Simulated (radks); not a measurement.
Results of a calculation; reference values are marked as such.
Coulomb parameter of the 4f shell of the cerium ion Ce2+ in the model configuration [Xe] 4f1 5d1, as a second difference U = [E(n + 0.5) + E(n - 0.5) - 2 E(n)] / (0.5)^2 with all orbitals relaxed. "Bare": the charge of the atom changes with n. "Screened": the 5d shell takes up the change at fixed total charge, which measures U(4f,4f) + U(5d,5d) - 2 U(4f,5d). Level of theory: scalar-relativistic Kohn-Sham, PBEsol, spin-unpolarised, spherical densities, finite nucleus; Fermi nuclear charge, rms radius 4.8771 fm (a radial shooting solver on a logarithmic mesh with Libxc functionals).

| case | configuration | E - E(n) (eV) |
|---|---|---|
| start | [Xe] 4f1 5d1 | 0.000 |
| bare +0.5 | [Xe] 4f1.5 5d1 | -7.245 |
| bare -0.5 | [Xe] 4f0.5 5d1 | 11.157 |
| screened +0.5 | [Xe] 4f1.5 5d0.5 | -1.203 |
| screened -0.5 | [Xe] 4f0.5 5d1.5 | 2.289 |

U(bare) = 15.646 eV, U(screened by 5d) = 4.345 eV, against the Slater integral F0(4f,4f) = 23.402 eV with frozen orbitals.
